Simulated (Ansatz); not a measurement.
BH5N (SMILES B[NH3+]), charge 1, multiplicity 1, relaxed at each level with Ansatz (an electronic-structure program); harmonic frequencies from differences of analytic forces, average atomic masses, frozen cores.

```tsv
mode	HF/def2-TZVPP (cm⁻¹)	PBE/def2-TZVPP (cm⁻¹)	r2SCAN/def2-TZVPP (cm⁻¹)	PBE0/def2-TZVPP (cm⁻¹)	wB97X-V/def2-TZVPP (cm⁻¹)	CCSD(T)/cc-pVDZ (cm⁻¹)
1	33	39	44	38	36	48
2	790	706	725	728	732	726
3	803	735	758	755	756	750
4	920	875	894	905	896	885
5	1176	1073	1103	1100	1106	1107
6	1195	1085	1119	1117	1119	1113
7	1321	1187	1228	1225	1235	1233
8	1585	1416	1456	1461	1468	1447
9	1751	1577	1625	1623	1630	?
10	1772	1597	1645	1643	1649	?
11	2780	2624	2681	2682	2691	?
12	2925	2773	2832	2831	2840	2845
13	3574	3284	3363	3391	3397	3378
14	3651	3355	3437	3467	3471	3470
15	3692	3395	3479	3508	3512	3513
```

Modes are in rising order at each level. Fill in the missing entries.


- 9, CCSD(T)/cc-pVDZ (cm⁻¹): 1615
- 10, CCSD(T)/cc-pVDZ (cm⁻¹): 1636
- 11, CCSD(T)/cc-pVDZ (cm⁻¹): 2693
